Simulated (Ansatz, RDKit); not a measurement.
Pair of molecules: NH3 (SMILES N) (first 4 atoms) with C2H6O (SMILES COC); geometry from B3LYP-D3(BJ)/def2-TZVP, rigid monomers moved along the line of their centres of mass till H4···O6 is 1.97 Å.
(charge 0, multiplicity 1):
```xyz
13

N      0.498    -0.020     0.167
H     -0.037     0.569    -0.460
H      0.691    -0.883    -0.329
H     -0.099    -0.248     0.958
C     -0.310     1.161     3.096
O     -0.435    -0.235     2.902
C      0.731    -0.934     3.293
H      0.510     1.570     2.495
H     -0.132     1.398     4.152
H     -1.248     1.617     2.783
H      1.597    -0.618     2.700
H      0.546    -1.994     3.123
H      0.949    -0.775     4.356
```

Monomers are frozen at their geometry in the pair; levels with a basis set take the counterpoise correction. RDKit's UFF carries no charges.

Correlated levels freeze the cores.

The values were computed with Ansatz (Gaussian basis) for Hartree–Fock, density functionals and correlated methods; RDKit for the force fields. 

Problem. What is the computed interaction energy (UFF)?

Solution. 678 meV

Problem. What is the computed interaction energy (CCSD(T)/aug-cc-pVDZ)?

Solution. -87 meV

Problem. What is the computed interaction energy (B3LYP/def2-TZVPPD)?

Solution. -24 meV

Ansatz is a program for electronic structure.
